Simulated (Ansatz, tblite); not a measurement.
Cost and result up the ladder for SnHMe2Et (C₄H₁₂Sn) (17 atoms). The state is a singlet with charge 0. Geometry: r2SCAN-D4/def2-SVP.

```xyz
17

Sn   -0.484   -0.431    0.462
H    -0.826   -2.122    0.369
C     1.184   -0.116    1.803
H     0.944   -0.493    2.809
H     1.412    0.958    1.875
H     2.079   -0.642    1.438
C    -2.223    0.612    1.214
H    -3.084    0.460    0.545
H    -2.015    1.690    1.280
H    -2.488    0.244    2.216
C     0.042    0.304   -1.515
C     1.278   -0.370   -2.107
H     0.191    1.395   -1.426
H    -0.837    0.163   -2.168
H     1.523    0.028   -3.107
H     2.169   -0.221   -1.473
H     1.138   -1.458   -2.216
```

Ansatz; hardware A = 2 threads of AMD EPYC 7R13 on a shared host; B = 2 threads of AMD EPYC 7R13 on a shared host and a share (18 GiB) of an NVIDIA H100 80GB HBM3; xTB runs through tblite on one thread. Times are rough, summed over both states, and most runs start from the orbitals of an earlier one. PBE0-D4/def2-TZVP serves as the yardstick here, not as an exact answer. Differences are given only for rows in sets of like size (and for xTB, whose basis is part of the method), since another set adds its own error. The other state is a doublet.

In the def2 sets Sn takes a core potential; there is no spin–orbit coupling. The xTB rows come from tblite. Correlated methods freeze 8 core orbitals; core or outer-core shells of Sn are correlated, in sets that lack core-valence functions. The rows differ in basis, and correlated rows in double-zeta sets carry the largest basis error. HOMO above LUMO, or a gap near zero within one spin, warns that the state may not be the lowest or that an electron is smeared out.

Correlated methods converge slowly with the basis, most of all in double-zeta sets.

Raw xTB energies of ions are shifted by several eV.

```json
{"level": "GFN2-xTB", "functions": "37", "wall time": "0.016 s", "vertical IE (eV)": "13.32", "difference from PBE0-D4/def2-TZVP (eV)": "4.16", "remarks": "–"}
{"level": "GFN1-xTB", "functions": "49", "wall time": "0.021 s", "vertical IE (eV)": "14.17", "difference from PBE0-D4/def2-TZVP (eV)": "5.02", "remarks": "–"}
{"level": "PBE-D4/def2-TZVP [A]", "functions": "246", "wall time": "12 s", "vertical IE (eV)": "8.94", "difference from PBE0-D4/def2-TZVP (eV)": "-0.21", "remarks": "gap within one spin near zero (+1 doublet)"}
{"level": "HF/def2-TZVP (with forces) [A]", "functions": "246", "wall time": "18 s", "vertical IE (eV)": "8.42", "difference from PBE0-D4/def2-TZVP (eV)": "-0.73", "remarks": "–"}
{"level": "CCSD(T)/def2-SVP [B]", "functions": "142", "wall time": "19 s", "vertical IE (eV)": "9.26", "difference from PBE0-D4/def2-TZVP (eV)": "–", "remarks": "–"}
{"level": "PBE0-D4/def2-TZVP [A]", "functions": "246", "wall time": "23 s", "vertical IE (eV)": "9.16", "difference from PBE0-D4/def2-TZVP (eV)": "0.00", "remarks": "–"}
```
